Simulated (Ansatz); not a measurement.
```yaml
crystal:
  periodic: [false, false, false]
  atoms:
    - {symbol: Sn, position_ang: [0.517745, -0.435935, -1.241844]}
    - {symbol: Sn, position_ang: [1.501000, -1.179594, -3.635997]}
    - {symbol: Sn, position_ang: [-0.704638, 1.668907, 0.328877]}
    - {symbol: Sn, position_ang: [-1.253186, 1.014294, 3.022161]}
    - {symbol: Sn, position_ang: [-0.060921, -1.067670, 1.526803]}
basis:
  gaussian: {orbitals: def2-TZVPD, initial_orbitals: start.molden}
total_charge: -1
magnetization: {spin_polarized: true, initial_magnetization: 1}
hamiltonian: {xc: {name: wB97M-V}}
scf: {omitted_lower_state_checks: [starts]}
output: {orbitals: {seedname: orbitals}}
```

The file start.molden holds the orbitals of an earlier run on this structure, at another level or in another basis.

```sh
$ ansatz run in.yaml --threads 4 --pin off --events-out ev --progress --plain --max-ram 4787MiB
```

Does this run fit into the memory that it is given?

No. It has 280 basis functions, and Ansatz plans for 6 GiB where 5 GiB are given.
